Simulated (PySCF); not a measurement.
## Atomic charges by several schemes

Species: C4H12AlN.
Geometry (PBE0-D3(BJ)/def2-SVP, Å), atoms numbered from 1 in this order:
```xyz
18
C4H12AlN angstrom
C      1.332   -1.001    0.809
N      0.579   -0.161   -0.132
Al     1.538    1.644   -0.467
C     -0.790    0.065    0.301
C     -1.861    0.248   -0.716
C     -1.834   -0.997    0.130
H      1.411   -0.471    1.768
H      2.347   -1.160    0.421
H      0.833   -1.969    0.973
H      0.562   -0.623   -1.044
H      0.609    2.277   -1.615
H      1.418    2.253    1.019
H      2.982    1.096   -0.919
H     -0.823    0.689    1.199
H     -2.619    1.010   -0.525
H     -1.579    0.161   -1.770
H     -2.581   -1.123    0.918
H     -1.535   -1.931   -0.356
```

Density: PBE0/pcSseg-1 (PySCF); schemes: Mulliken, IAO, Hirshfeld and ESP-fitted. The structure is a single PBE0-D3(BJ)/def2-SVP conformer in the gas phase; no vibrational or solvent corrections.

Question: For which atoms does the sign change between the 4 schemes (beyond +0.03 e in one, beyond −0.03 e in another)?

Answer: C4.

Question: Which atoms carry the highest charge in the Mulliken, IAO, Hirshfeld and ESP-fitted schemes?

Answer: All schemes agree: Mulliken Al3 (+0.624); IAO Al3 (+0.403); Hirshfeld Al3 (+0.278); ESP-fitted Al3 (+0.659).

Question: Tabulate the Mulliken, IAO, Hirshfeld and ESP-fitted charges.

Answer: In e:

```json
{"atom": "C1", "environment": "N-methyl carbon", "Mulliken": "-0.106", "IAO": "-0.305", "Hirshfeld": "-0.048", "ESP-fitted": "-0.277"}
{"atom": "N2", "environment": "nitrogen bonded to Al, 2 C and H", "Mulliken": "-0.601", "IAO": "-0.313", "Hirshfeld": "-0.062", "ESP-fitted": "-0.513"}
{"atom": "Al3", "environment": "aluminium bonded to N and 3 H", "Mulliken": "+0.624", "IAO": "+0.403", "Hirshfeld": "+0.278", "ESP-fitted": "+0.659"}
{"atom": "C4", "environment": "sp3 carbon bound to nitrogen", "Mulliken": "-0.091", "IAO": "-0.037", "Hirshfeld": "+0.017", "ESP-fitted": "+0.073"}
{"atom": "C5", "environment": "three-membered-ring carbon", "Mulliken": "-0.190", "IAO": "-0.280", "Hirshfeld": "-0.076", "ESP-fitted": "-0.306"}
{"atom": "C6", "environment": "three-membered-ring carbon", "Mulliken": "-0.204", "IAO": "-0.304", "Hirshfeld": "-0.089", "ESP-fitted": "-0.353"}
{"atom": "H7", "environment": "methyl hydrogen", "Mulliken": "+0.147", "IAO": "+0.163", "Hirshfeld": "+0.059", "ESP-fitted": "+0.160"}
{"atom": "H8", "environment": "methyl hydrogen", "Mulliken": "+0.153", "IAO": "+0.166", "Hirshfeld": "+0.060", "ESP-fitted": "+0.148"}
{"atom": "H9", "environment": "methyl hydrogen", "Mulliken": "+0.127", "IAO": "+0.141", "Hirshfeld": "+0.046", "ESP-fitted": "+0.122"}
{"atom": "H10", "environment": "N–H hydrogen", "Mulliken": "+0.232", "IAO": "+0.269", "Hirshfeld": "+0.140", "ESP-fitted": "+0.421"}
{"atom": "H11", "environment": "Al–H hydrogen", "Mulliken": "-0.269", "IAO": "-0.225", "Hirshfeld": "-0.202", "ESP-fitted": "-0.319"}
{"atom": "H12", "environment": "Al–H hydrogen", "Mulliken": "-0.282", "IAO": "-0.230", "Hirshfeld": "-0.202", "ESP-fitted": "-0.299"}
{"atom": "H13", "environment": "Al–H hydrogen", "Mulliken": "-0.279", "IAO": "-0.230", "Hirshfeld": "-0.204", "ESP-fitted": "-0.314"}
{"atom": "H14", "environment": "methine hydrogen", "Mulliken": "+0.161", "IAO": "+0.162", "Hirshfeld": "+0.060", "ESP-fitted": "+0.163"}
{"atom": "H15", "environment": "methylene hydrogen", "Mulliken": "+0.152", "IAO": "+0.163", "Hirshfeld": "+0.062", "ESP-fitted": "+0.164"}
{"atom": "H16", "environment": "methylene hydrogen", "Mulliken": "+0.145", "IAO": "+0.155", "Hirshfeld": "+0.056", "ESP-fitted": "+0.147"}
{"atom": "H17", "environment": "methylene hydrogen", "Mulliken": "+0.146", "IAO": "+0.157", "Hirshfeld": "+0.056", "ESP-fitted": "+0.159"}
{"atom": "H18", "environment": "methylene hydrogen", "Mulliken": "+0.133", "IAO": "+0.145", "Hirshfeld": "+0.050", "ESP-fitted": "+0.167"}
```

Mean size of the charges over all atoms: ESP-fitted 0.265 e, Mulliken 0.225 e, IAO 0.214 e, Hirshfeld 0.098 e. Each set sums to the total charge, 0, to within 0.001 e. The IAO scheme counts the electrons in orthogonalised intrinsic atomic orbitals, a minimal basis polarised so that it spans the occupied orbitals exactly.

Question: Sum the charges by element, for elements with more than one atom.

Answer: 
| element | atoms | Mulliken | IAO | Hirshfeld | ESP-fitted |
| --- | --- | --- | --- | --- | --- |
| C | 4 | -0.592 | -0.926 | -0.197 | -0.864 |
| H | 12 | +0.568 | +0.836 | -0.019 | +0.718 |

Question: How many electrons does the ESP-fitted scheme count on C4?

Answer: Z − q = 6 − (+0.073) = 5.927.

The run behind these numbers computed NMR shieldings as well. Time: 20 s of wall time. Hardware: Arm Neoverse V1, one thread, on a shared host.
